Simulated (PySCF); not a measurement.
# Levels of Cl¹⁴⁺ from EOM-EA-GCCSD

Reference: closed-shell Cl¹⁵⁺, 1s2; one electron is added. Calculated with PySCF 2.14, two-component X2C-1e with screened spin-orbit coupling, an uncontracted even-tempered set (17 s from 1.2 bohr⁻², ratio 2.6; 10 p from 1.5 bohr⁻², ratio 2.6; 6 d from 1.6 bohr⁻², ratio 2.8; 3 f from 75 bohr⁻², ratio 2.8); frozen nothing; the 30 highest virtual spinors dropped; of the others 52 kept and the rest restored at second order. No Breit or QED terms. Binding energies in eV.

```tsv
level	Koopmans	second order	EOM-CCSD
2s1/2	809.15	809.31	809.31
2p1/2	779.32	779.63	779.63
2p3/2	776.62	776.93	776.93
```

Electric-dipole lines between these computed levels:

```json
{"lower": "2s1/2", "upper": "2p1/2", "ΔE (eV)": "29.683", "vacuum wavelength (nm)": "41.77"}
{"lower": "2s1/2", "upper": "2p3/2", "ΔE (eV)": "32.384", "vacuum wavelength (nm)": "38.29"}
```

For comparison, the ionisation energy of Cl¹⁴⁺ is 809.20 eV (theoretical estimate listed by NIST; NIST Atomic Spectra Database, ionization energies).

Only part of the computed levels is shown.

The screened spin-orbit operator tends to give fine-structure splittings of light species too large.
